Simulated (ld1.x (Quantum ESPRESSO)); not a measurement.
# oxygen: variants of one ultrasoft potential

Base potential:

```json
{"Element": "oxygen (O)", "Generator": "ld1.x (Quantum ESPRESSO) 7.5", "Type": "ultrasoft", "Functional": "LDA (PZ)", "Relativity": "non-relativistic", "Frozen core": "[He]", "Valence charge": "6", "Reference configuration": "2s2 2p4", "Partial waves": "2s (bound): rcut 0.70, rcutus 0.90 bohr; 2s channel at -0.65 Ry: rcut 0.70, rcutus 0.90 bohr; 2p (bound): rcut 1.10, rcutus 1.20 bohr; 2p channel at 0.45 Ry: rcut 1.10, rcutus 1.20 bohr; 3d channel at -0.1 Ry: rcut 0.95, rcutus 1.25 bohr", "Local potential": "all-electron potential smoothed inside 1.00 bohr (lloc = -1)", "Core correction": "none", "Augmentation charge": "built from norm-conserving waves at rcut, not smoothed further"}
```

Cutoffs, loose and tight: the cutoffs (Ry, on a coarse ladder) from which the occupation-weighted sum of valence levels, in a spherical-Bessel basis at the reference potential, stays within 10 and 1 mRy of its value at 400 Ry. They do not see the model core or the augmentation charge, which bear on the density cutoff. Test errors are all-electron minus pseudo excitation energies from the reference, over the configurations 2s2 2p3; 2s2 2p2; 2s2 2p1; 2s1 2p5; 2s2 2p3.5; 2s0 2p6; 2s2 2p0 (two spin-polarised tests are not counted in the largest error). A dash means not determined; rows that change the core or the reference have their own tests.

```csv
change,outcome,"cutoff, loose","cutoff, tight",bound ghosts,largest test error (meV)
base,generated,50 Ry,90 Ry,none,+895
"all radii scaled by about 0.76 (s 0.68, p 0.92, d 0.94 bohr, rcut 0.54/0.84/0.72); local potential all-electron potential smoothed inside 0.76 bohr (lloc = -1)",generated,80 Ry,160 Ry,none,+574
"all radii scaled by about 1.15 (s 1.04, p 1.38, d 1.44 bohr, rcut 0.80/1.26/1.10); local potential all-electron potential smoothed inside 1.16 bohr (lloc = -1)",generated,35 Ry,60 Ry,none,+1303
```

Question: What comes out with this change to the base: all radii scaled by about 0.88 (s 0.80, p 1.06, d 1.10 bohr, rcut 0.62/0.98/0.84); local potential all-electron potential smoothed inside 0.88 bohr (lloc = -1)?

Answer: outcome: generated; cutoff, loose: 60 Ry; cutoff, tight: 110 Ry; bound ghosts: none; largest test error (meV): +677.

Question: What comes out with this change to the base: all radii scaled by about 1.24 (s 1.12, p 1.48, d 1.54 bohr, rcut 0.86/1.36/1.18); local potential all-electron potential smoothed inside 1.24 bohr (lloc = -1)?

Answer: outcome: generated; cutoff, loose: 35 Ry; cutoff, tight: 50 Ry; bound ghosts: none; largest test error (meV): +1677.

Question: What comes out with this change to the base: all radii scaled by about 1.33 (s 1.20, p 1.60, d 1.66 bohr, rcut 0.94/1.46/1.26); local potential all-electron potential smoothed inside 1.34 bohr (lloc = -1)?

Answer: outcome: generated; cutoff, loose: 30 Ry; cutoff, tight: 40 Ry; bound ghosts: none; largest test error (meV): +2184.

Reading the sweep of the scale of all radii (base = 1) (base included, trends over the rows without a ghost): The loose cutoff falls from 80 Ry at 0.76 to 30 Ry at 1.33. A larger radius leaves more room for a smooth pseudo-wave, so fewer plane waves are needed; a smaller one forces it to follow the all-electron wave where it bends sharply. The median size of the test errors (rows with all tests solved) rises from 31.4 meV at 0.76 to 83.2 meV at 1.33. More of the atom is replaced by a form fitted at one configuration, so other configurations suffer as the radius grows.
